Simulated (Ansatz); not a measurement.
Program: Ansatz. Geometries: PBE0-D4/def2-TZVP. ΔE: electronic, gas phase. CBS: MP2 limit from def2 TZ/QZ plus the TZ coupled-cluster correction, frozen cores. This one scheme is used for every species. DFT in def2-TZVPP. For Ge outer-core shells are correlated without core-valence functions, which leaves a few kJ/mol of doubt a bond. Scalar relativity is left out up to krypton. One conformer a species, not always the lowest.

`[SiH3][GeH2][SiH2][GeH2][SiH2][GeH3]` + `BO` → `O[BH][GeH3]` + `[SiH3][GeH2][SiH2][GeH2][SiH3]`  (formal exchange of groups at a Ge–Si bond)

`[SiH3][GeH2][SiH2][GeH2][SiH2][GeH3]`:

Cartesian coordinates in Å:
```
Si -0.044 2.696 0.478
Ge 1.915 1.381 0.795
Si 2.029 -0.518 -0.639
Ge 0.714 -2.305 0.224
Si -1.493 -1.542 0.678
Ge -2.370 -0.479 -1.262
H -1.263 1.926 0.839
H -0.145 3.114 -0.945
H 0.021 3.910 1.334
H 3.142 2.281 0.547
H 1.983 0.910 2.262
H 1.525 -0.145 -1.990
H 3.446 -0.953 -0.778
H 0.661 -3.458 -0.798
H 1.368 -2.842 1.511
H -2.376 -2.674 1.074
H -1.444 -0.572 1.806
H -2.608 -1.524 -2.366
H -3.697 0.240 -0.970
H -1.365 0.556 -1.799
```

`BO`:

Cartesian coordinates in Å:
```
B 0.354 0.189 -0.129
O -0.577 -0.213 0.759
H 1.277 0.814 0.304
H 0.244 -0.079 -1.295
H -1.296 -0.711 0.361
```

`O[BH][GeH3]`:

```xyz
8

O     0.549   -1.527   -0.892
B     0.213   -0.222   -0.844
Ge   -0.332    0.598    0.979
H     0.790   -1.832   -1.772
H     0.235    0.437   -1.851
H    -0.301   -0.409    2.142
H     0.602    1.770    1.340
H    -1.755    1.186    0.899
```

`[SiH3][GeH2][SiH2][GeH2][SiH3]`:

```xyz
17

Si    2.041   -0.087    1.740
Ge    0.175   -1.501    1.317
Si   -0.245   -1.613   -1.023
Ge   -0.309    0.606   -1.885
Si   -1.760    1.948   -0.560
H     2.335   -0.004    3.195
H     3.240   -0.611    1.035
H     1.750    1.280    1.231
H    -1.069   -0.921    2.017
H     0.428   -2.906    1.897
H     0.834   -2.395   -1.687
H    -1.546   -2.288   -1.286
H    -0.770    0.611   -3.354
H     1.113    1.198   -1.837
H    -1.263    1.976    0.841
H    -1.824    3.341   -1.076
H    -3.129    1.367   -0.567
```

Q: Is it downhill or uphill in electronic energy at CCSD(T)/CBS, and by how much? (Best estimate.)

A: The calculation gave: Uphill: ΔE = +0.39 eV.

Q: What do these levels give: CAM-B3LYP-D4, PBE, LC-ωPBE, CCSD(T)/def2-TZVPP, HF/CBS(def2), CCSD/CBS(def2)? (An estimate is asked.)

A: The calculation gave: CAM-B3LYP-D4 0.37, PBE 0.32, LC-ωPBE 0.31, CCSD(T)/def2-TZVPP 0.39, HF/CBS(def2) 0.28, CCSD/CBS(def2) 0.37 eV.

Largest T1 diagnostic among the species: 0.014.

From BLYP to BHLYP (50 % exact exchange), in def2-TZVPP and without D4, ΔE moves by +0.05 eV. The D4 term adds +0.13 eV with B3LYP and +0.08 eV with PBE0; it sums over pairs of atoms, weighted by their polarisabilities, and B3LYP, whose exchange is more repulsive, gets the larger term. In def2-TZVPP, CCSD(T) changes the Hartree–Fock value by +0.11 eV (the triples alone add +0.02 eV) and MP2 by +0.15 eV.

B3LYP here is the variant with VWN-RPA as its local correlation; programs differ in this.
